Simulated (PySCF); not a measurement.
CH₅ClF₂Si₂, SMILES FC[Si@H](F)[SiH2]Cl.

Coordinates come from a B3LYP-D3(BJ)/def2-SVP optimisation. The structure was generated by enumeration; whether it is a known compound was not checked. One conformer was computed; it need not be the lowest.

The numbers are results of r2SCAN/def2-TZVP run with PySCF, not measurements.

The molecule is in vacuum.

| Quantity | Value |
|---|---|
| total energy | -1280.03343 hartree |
| highest occupied level | -7.26 eV |
| lowest empty level | -1.54 eV |
| orbital gap | 5.72 eV |
| dipole moment | 1.24 D |
| quadrupole, principal values (traceless, Buckingham form, about the centre of nuclear charge) | -8.89, -0.02, 8.91 D·Å |
| mean static polarisability | 76.7 bohr³ (11.37 Å³) |
| polarisability, principal values | 65.2, 78.5, 86.3 bohr³ |
